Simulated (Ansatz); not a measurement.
GeIH3 (GeH₃I). Total charge 0; singlet. Geometry PBE0-D4/def2-TZVP, basis def2-TZVP, Ansatz.

Cartesian coordinates in Å:
```
Ge -0.1635 0.0830 -0.1317
I 1.6572 -0.8415 1.3349
H 0.4631 0.4209 -1.4882
H -0.7171 1.3362 0.5540
H -1.2397 -0.9985 -0.2689
```

```
run  HOMO (eV)  LUMO (eV)
  A      -9.84       0.95
  B      -9.71       0.76
  C      -6.45      -1.90
  D      -7.59      -1.06
  E      -7.78      -0.92
  F      -6.27      -1.83
```

In the def2 sets I takes a core potential; there is no spin–orbit coupling.

Problem. The runs used BLYP, PBE, PBE0, r2SCAN0, ωB97M-V, ωB97X-V. Estimate which is which.

Solution. A ωB97X-V (range-separated); B ωB97M-V (range-separated); C PBE (0 % exact exchange); D PBE0 (25 % exact exchange); E r2SCAN0 (25 % exact exchange); F BLYP (0 % exact exchange). Exact exchange lowers occupied and raises empty levels; among semilocal functionals meta-GGAs tend to open the gap a little, and such runs are hard to tell apart. The gap grows from 4.44 eV (BLYP) to 10.79 eV (ωB97X-V).
